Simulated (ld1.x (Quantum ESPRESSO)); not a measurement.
# terbium: excitation energies, all-electron against RRKJ

terbium, norm-conserving RRKJ (Kleinman–Bylander form), made with ld1.x (Quantum ESPRESSO) 7.5 (LDA (PZ), scalar-relativistic). Core [Kr] 4d10 4f8, reference 5s2 5p6 5d1 6s1.5 6p0 (charge +0.5). Waves: 5p (bound): rc 2.15 bohr; 5d (bound): rc 3.50 bohr; 5f channel at 0.25 Ry: rc 3.30 bohr; 5s (bound): rc 1.70 bohr. Local part: the s channel. Core correction: none. rho0 = 0.005.

Occupied shells without a wave of their own: 6s. They enter only through the test configuration that unscreens the potential.

Energies are relative to the spin-unpolarised reference configuration 5s2 5p6 5d1 6s1.5 6p0; without spin polarisation the order of configurations can differ from experiment. The frozen-core shift is the all-electron ΔE with the core orbitals held at their reference shape minus the fully relaxed ΔE.

```csv
valence configuration,charge,ΔE all-electron (eV),error AE − PS (meV),frozen-core shift (meV)
5s2 5p6 5d1 6s1 6p0,+1,4.145,-164,+1.9
5s2 5p6 5d1 6s0 6p0,+2,16.689,-642,+17
5s2 5p6 5d0 6s0 6p0,+3,36.788,-843,+137
5s2 5p5 5d1 6s2 6p0,+1,30.327,+61,+184
5s2 5p6 5d1.5 6s1.5 6p0,0,-1.882,+1.9,+3.4
```

**Question.** What are ΔE and the potential's error for 5s2 5p6 5d2 6s0 6p0?

**Answer.** ΔE = 5.475 eV all-electron; the error (AE − PS) is -405 meV.

**Question.** What are ΔE and the potential's error for 5s2 5p6 5d1 6s2 6p0?

**Answer.** ΔE = -2.809 eV all-electron; the error (AE − PS) is +125 meV.

Levels in the configuration 5s2 5p6 5d2 6s0 6p0:

```
level  all-electron (eV)  pseudo (eV)
   5s            -55.884      -56.277
   5p            -32.578      -32.921
   5d             -7.305       -7.504
```

The 6s level has no wave, so the channel is fitted at the deeper level alone: the likely source of the large errors. A variational frozen-core shift is positive and of second order in the change. This column holds negative values, so the frozen-core run of ld1.x carries numerical noise or an error of first order here, and the column gives no more than the rough size of the effect.

The potential misses its own reference levels by up to 0.3 eV.
